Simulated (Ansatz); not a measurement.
The cluster Au₂F₂⁺. The state is a doublet with charge 1. Geometry PBE0-D4/def2-TZVP; atoms count from 1.

```xyz
4

Au    1.186    1.316   -0.931
Au   -0.397   -0.441    0.312
F    -1.408    0.954    0.986
F     0.619   -1.829   -0.367
```

In the def2 sets Au takes a core potential; there is no spin–orbit coupling. No other spin state of charge 1 was run. The structure comes from a short search, and lower isomers may exist.

(1) Estimate the Mulliken populations from the PBE0/def2-TZVP orbitals of Ansatz.

(2) Where does the spin sit?

(3) And the Mayer bond orders between bonded heavy atoms (over 0.3)?

## Answers

(1) 
```
atom  charge (e)  spin (α − β)  d electrons
 Au1        0.67         -0.02         9.97
 Au2        0.86          0.48         9.00
  F3       -0.26          0.27            –
  F4       -0.26          0.27            –
```
Mulliken values and Mayer orders depend strongly on the basis.

(2) Summed by element: Au 0.46, F 0.54, of 1 unpaired in all. Largest on single atoms: Au2 0.48, F4 0.27, F3 0.27.

(3) Au1–Au2 0.53 (2.67 Å); Au2–F3 0.88 (1.85 Å); Au2–F4 0.88 (1.85 Å).
